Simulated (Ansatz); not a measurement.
Basis-set series for BF$_{2}$H$_{2}$N, SMILES `NB(F)F`. Charge 0, multiplicity 1. All single points use the PBE0-D4/def2-TZVP geometry. It is one conformer, not always the lowest.

```
functional       basis  functions  energy (Eh)  HOMO (eV)  LUMO (eV)
   PBE0-D4    def2-SVP         66   -280.16512      -8.42       1.64
   PBE0-D4  def2-QZVPP        288   -280.51988      -8.70       0.49
   ωB97M-V    def2-SVP         66   -280.36843     -10.82       3.23
   ωB97M-V  def2-QZVPP        288   -280.72950     -11.11       1.68
```

(1) Give the rows for def2-TZVPP. (An estimate is asked.)

Answers

(1) Computed: 
```csv
functional,basis,functions,energy (Eh),HOMO (eV),LUMO (eV)
PBE0-D4,def2-TZVPP,152,-280.50457,-8.65,0.65
ωB97M-V,def2-TZVPP,152,-280.71513,-11.06,1.90
```

Positive LUMOs are unbound and depend on the basis.
